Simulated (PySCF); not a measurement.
Isomers of C8H15B, mass 122.127 u with the commonest isotopes. Computed with PBE0-D3(BJ)/def2-SVP geometry optimisation, gas phase in PySCF 2.14.0. One conformer each, none proved a minimum here; rigid rotors.

Question: Order these by out-of-plane moment Σ m c² = (Ia + Ib − Ic)/2, largest first.
A. `[BH:1]1[CH2:2][CH2:3][CH2:4][C@@H:5]1[CH:6]1[CH2:7][CH2:8][CH2:9]1` with C4–C5–C6–C7 173°, C5–B1–C2–C3 -11°, B1–C2–C3–C4 30°, C2–C3–C4–C5 -38°, C3–C4–C5–C6 167°
B. `B1[C@H]2CCC[C@@H]1CCC2`
C. `[CH2:1]=[CH:2][CH2:3][C@H:4]1[BH:5][CH2:6][CH2:7][CH2:8][CH2:9]1` with C1–C2–C3–C4 -114°, C2–C3–C4–B5 167°, C3–C4–B5–C6 156°, C4–B5–C6–C7 -22°, B5–C6–C7–C8 40°, C6–C7–C8–C9 -59°
D. `[BH:1]1[CH2:2][CH2:3][CH2:4][C@@H:5]([CH:6]2[CH2:7][CH2:8]2)[CH2:9]1` with C4–C5–C6–C7 -82°, C9–B1–C2–C3 20°, B1–C2–C3–C4 -39°, C2–C3–C4–C5 60°, C3–C4–C5–C6 175°

Answer: B (70.14 u·Å²), C (22.95 u·Å²), D (21.16 u·Å²), A (17.23 u·Å²).

Question: Order these by rotational constant C, largest first.
A. `[CH2:1]=[CH:2][CH2:3][C@H:4]1[BH:5][CH2:6][CH2:7][CH2:8][CH2:9]1` with C1–C2–C3–C4 -114°, C2–C3–C4–B5 167°, C3–C4–B5–C6 156°, C4–B5–C6–C7 -22°, B5–C6–C7–C8 40°, C6–C7–C8–C9 -59°
B. `[BH:1]1[CH2:2][CH2:3][CH2:4][C@@H:5]1[CH:6]1[CH2:7][CH2:8][CH2:9]1` with C4–C5–C6–C7 173°, C5–B1–C2–C3 -11°, B1–C2–C3–C4 30°, C2–C3–C4–C5 -38°, C3–C4–C5–C6 167°
C. `B1[C@H]2CCC[C@@H]1CCC2`
D. `[BH:1]1[CH2:2][CH2:3][CH2:4][C@@H:5]([CH:6]2[CH2:7][CH2:8]2)[CH2:9]1` with C4–C5–C6–C7 -82°, C9–B1–C2–C3 20°, B1–C2–C3–C4 -39°, C2–C3–C4–C5 60°, C3–C4–C5–C6 175°
E. `[CH2:1]=[CH:2][CH2:3][C@@H:4]1[CH2:5][BH:6][CH2:7][CH2:8][CH2:9]1` with C1–C2–C3–C4 -121°, C2–C3–C4–C5 -172°, C3–C4–C5–B6 -165°, C4–C5–B6–C7 20°, C5–B6–C7–C8 -20°, B6–C7–C8–C9 38°

Answer: C (1410 MHz), D (829.5 MHz), B (781.8 MHz), E (761.2 MHz), A (725.3 MHz).

Question: Order these by rotational constant A, largest first.
A. `[CH2:1]=[CH:2][CH2:3][C@@H:4]1[CH2:5][BH:6][CH2:7][CH2:8][CH2:9]1` with C1–C2–C3–C4 -121°, C2–C3–C4–C5 -172°, C3–C4–C5–B6 -165°, C4–C5–B6–C7 20°, C5–B6–C7–C8 -20°, B6–C7–C8–C9 38°
B. `B1[C@H]2CCC[C@@H]1CCC2`
C. `[CH2:1]=[CH:2][CH2:3][C@H:4]1[BH:5][CH2:6][CH2:7][CH2:8][CH2:9]1` with C1–C2–C3–C4 -114°, C2–C3–C4–B5 167°, C3–C4–B5–C6 156°, C4–B5–C6–C7 -22°, B5–C6–C7–C8 40°, C6–C7–C8–C9 -59°
D. `[BH:1]1[CH2:2][CH2:3][CH2:4][C@@H:5]1[CH:6]1[CH2:7][CH2:8][CH2:9]1` with C4–C5–C6–C7 173°, C5–B1–C2–C3 -11°, B1–C2–C3–C4 30°, C2–C3–C4–C5 -38°, C3–C4–C5–C6 167°
E. `[BH:1]1[CH2:2][CH2:3][CH2:4][C@@H:5]([CH:6]2[CH2:7][CH2:8]2)[CH2:9]1` with C4–C5–C6–C7 -82°, C9–B1–C2–C3 20°, B1–C2–C3–C4 -39°, C2–C3–C4–C5 60°, C3–C4–C5–C6 175°

Answer: D (4157 MHz), C (3713 MHz), E (3517 MHz), A (3444 MHz), B (2244 MHz).

```json
{"SMILES": "B1CCC[C@@H](C2CC2)C1", "point group": "C1", "Ia (u·Å²)": "143.69", "Ib (u·Å²)": "507.90", "Ic (u·Å²)": "609.26", "κ": "-0.88", "μa (D)": "0.14", "μb (D)": "0.40", "μc (D)": "0.24"}
{"SMILES": "B1[C@H]2CCC[C@@H]1CCC2", "point group": "Cs", "Ia (u·Å²)": "225.20", "Ib (u·Å²)": "273.40", "Ic (u·Å²)": "358.33", "κ": "0.05", "μa (D)": "0.15", "μb (D)": "0.00", "μc (D)": "0.70"}
{"SMILES": "C=CC[C@H]1BCCCC1", "point group": "C1", "Ia (u·Å²)": "136.12", "Ib (u·Å²)": "606.59", "Ic (u·Å²)": "696.80", "κ": "-0.93", "μa (D)": "0.66", "μb (D)": "0.40", "μc (D)": "0.10"}
{"SMILES": "C=CC[C@@H]1CBCCC1", "point group": "C1", "Ia (u·Å²)": "146.75", "Ib (u·Å²)": "559.69", "Ic (u·Å²)": "663.89", "κ": "-0.89", "μa (D)": "0.03", "μb (D)": "0.19", "μc (D)": "0.02"}
{"SMILES": "B1CCC[C@@H]1C1CCC1", "point group": "C1", "Ia (u·Å²)": "121.59", "Ib (u·Å²)": "559.29", "Ic (u·Å²)": "646.42", "κ": "-0.93", "μa (D)": "0.24", "μb (D)": "0.33", "μc (D)": "0.06"}
```
